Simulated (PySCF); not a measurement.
## Polarisability and C₆ of Co (cobalt, neutral)

[Ar] 3d6 4s2 4p1, one real determinant (an excited configuration). Calculation: PySCF 2.14, in aug-cc-pVTZ (8s7p5d3f2g, 93 functions); no relativity, point nucleus. Coupled (time-dependent) response in atomic units; α is the mean over directions.

| method | mean α (bohr³) | α xx, yy, zz | C₆ (like pair) | S(−4) |
| --- | --- | --- | --- | --- |
| UHF | 69.68 | 59.58, 59.58, 89.90 | 714.6 | 2264 |
| PBE | 68.23 | 56.75, 56.75, 91.19 | 671.6 | 2612 |
| PBE0 | 65.94 | 56.29, 56.29, 85.25 | 652.7 | 2198 |

S(−4) is the Cauchy moment in α(ω) = α(0) + S(−4) ω² + …

α(iu) at PBE0:

| u (hartree) | α(iu) (bohr³) |
| --- | --- |
| 0 | 65.94 |
| 0.0500 | 61.04 |
| 0.100 | 50.81 |
| 0.200 | 32.30 |
| 0.300 | 21.10 |
| 0.500 | 10.83 |
| 0.750 | 6.081 |
| 1.00 | 4.039 |
| 1.50 | 2.301 |
| 2.00 | 1.553 |
| 3.00 | 0.8852 |
| 5.00 | 0.4180 |

The components differ because the open shell of this determinant is not spherical; for a pure term their mean is the scalar polarisability.

⟨L²⟩ = 8.37 against 12 for a pure F term, so this real determinant mixes terms.
